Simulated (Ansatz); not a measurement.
Correlation energies of CH$_{3}$Cl$_{3}$MoO$_{2}$, SMILES `C[O][Mo](=[O])([Cl])([Cl])[Cl]` by basis set

Z-matrix (Å, degrees):
```
Mo
Cl 1 2.299
O 1 1.834 2 86.2
Cl 1 2.290 2 86.0 3 159.2
O 1 1.644 2 110.6 3 -100.7
Cl 1 2.299 2 138.7 3 79.9
C 3 1.396 1 136.1 2 69.7
H 7 1.091 3 108.8 1 179.9
H 7 1.096 3 109.3 1 -59.8
H 7 1.096 3 109.3 1 59.6
```

Charge 0, multiplicity 1. Correlated methods include outer-core shells of Mo, which these sets cover unevenly. Mo: def2 effective core potential. All single points use the PBE0-D4/def2-TZVP geometry. It is one conformer, not always the lowest. Frozen core, restricted reference, Ansatz 0.2.0.

```
     basis      HF (Eh)  MP2 corr.
  def2-SVP  -1634.84922   -1.40281
def2-TZVPP  -1635.59333   -1.86197
def2-QZVPP  -1635.64732   -2.01637
```

Problem. Estimate the CCSD correlation energy and the (T) correction in each basis where they were run (hartree).

Solution. 
```json
{"basis": "def2-SVP", "CCSD corr.": "-1.36158", "(T)": "-0.06843"}
{"basis": "def2-TZVPP", "CCSD corr.": "-1.81677", "(T)": "-0.11013"}
```
